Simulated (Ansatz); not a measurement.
Energy needed to pull apart SiH$_{2}$SeS (SMILES S=[SiH][SeH]), singlet, into free ground-state atoms, from the structure below (displaced at random from a GFN2-xTB minimum); no zero-point or spin–orbit terms; open-shell atoms are treated unrestricted, in their ground-state multiplicity.

```xyz
5
angstrom
S -2.1958 0.1001 0.9037
Si -0.4424 -0.5188 0.1287
Se 1.5266 0.6546 0.3484
H -0.1204 -1.7156 -0.6325
H 1.2435 1.4644 -0.8048
```

Computed with Ansatz 0.2.0 (basis: def2-TZVPP); correlated methods freeze the cores. Filled d shells of the heavier atoms are correlated. The def2 sets are not built for correlating such inner shells, so the correlated values are less sure here.

| method | atomization energy (kcal/mol) |
| --- | --- |
| SPW92 | 380.7 |
| PBE-D4 | ? |
| r2SCAN-D4 | ? |
| PBE0-D4 | 325.3 |
| r2SCAN0-D4 | 322.0 |
| wB97M-V | 326.4 |
| HF | 213.3 |
| MP2 | 320.4 |
| CCSD | 305.6 |
| CCSD(T) | 314.9 |

Q: What does PBE-D4 give? (An estimate is asked for; the value comes from the calculation.)

A: By the calculation: 333.8 kcal/mol, which is about 18.9 kcal/mol more than CCSD(T)/def2-TZVPP.

Q: What does r2SCAN-D4 give? (An estimate is asked for; the value comes from the calculation.)

A: Computed: 330.8 kcal/mol, which is about 15.9 kcal/mol more than CCSD(T)/def2-TZVPP.

In triple zeta the MP2 and coupled-cluster atomization energies are still short of their basis limit by a few kcal/mol a bond, whereas those of the functionals are nearly converged, so these differences are not deviations from converged CCSD(T).

T1 diagnostic: at most 0.016.

For scale, one of the runs: CCSD(T)/def2-TZVPP forces, 160 basis functions (an equivalent command: `ansatz run in.yaml --threads 4`). Time: 2.2 min of wall clock on 4 CPU threads; the host was shared. Peak host memory: 1.9 GiB.
